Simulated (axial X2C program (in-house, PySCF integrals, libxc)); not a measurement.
## Working with the constants of NaAu⁺

A bond curve at the CCSD(T) level, two-component, was computed with an axial X2C code built on PySCF integrals (basis Au dyall-cv3z [13s14p9d6f4g], Na dyall-cv3z [9s8p5d2f] (cores contracted in-house)) for the state Ω = 1/2 (⟨Sz⟩ = 0.50, ⟨Lz⟩ = 0.00 at HF). Its fit gives Re = 3.0458 Å, ωe = 114.0 cm⁻¹, ωexe = 1.23 cm⁻¹ and αe = 1.136e-03 cm⁻¹; the masses are 196.9666 and 22.9898 u. Two-component means X2C with spin–orbit coupling and atomic mean-field Coulomb and Gaunt terms.

Correlated methods: 11 electrons correlated (number of frozen shells: Au 5 s, 4 p, 2 d, 1 f; Na 2 s, 1 p), 311 virtual spin orbitals or spinors in MP2, 90 natural virtuals in coupled cluster.

**Question.** Find the reduced mass, Be and the force constant.

**Answer.** From the CCSD(T) values: μ = 20.5869 u. Be = 16.8576/(μ Re²) = 0.08827 cm⁻¹. k = 5.8918×10⁻⁷ μ ωe² = 0.158 mdyn/Å.

**Question.** Estimate the centrifugal constant by the Kratzer relation.

**Answer.** D = 4Be³/ωe² = 2.12e-07 cm⁻¹.

**Question.** Where do the fundamental and the first overtone lie?

**Answer.** ν(1←0) = ωe − 2ωexe = 111.5 cm⁻¹; ν(2←0) = 2ωe − 6ωexe = 220.6 cm⁻¹.

**Question.** Estimate De from a Morse curve and compare with the computed well depth of 0.339 eV to Au + Na+.

**Answer.** De(Morse) = ωe²/(4ωexe) = 0.327 eV against 0.339 eV computed, a ratio of 0.96. For De the Morse form works well here.

**Question.** A Morse curve ties αe to the other constants (Pekeris). How well does that hold?

**Answer.** αe(Morse) = 6Be²/ωe × (√(ωexe/Be) − 1) = 1.121e-03 cm⁻¹; the CCSD(T) curve gives 1.136e-03 cm⁻¹, a ratio of 0.99.

One determinant describes the state; a PBE0 search over occupations chose it and may have missed a lower one. De is counted from the lowest determinant-based energies of the atoms at the same level, without counterpoise correction. Coupled cluster ran in a truncated set of natural virtual spinors; the MP2 energy of the rest was added. (T) has no such correction and the atoms are truncated less, which lowers De at CCSD(T) by a hundredth of an eV or more. With the outer-core shells frozen, correlated bond lengths of heavy atoms tend to come out a few hundredths of an ångström too long.
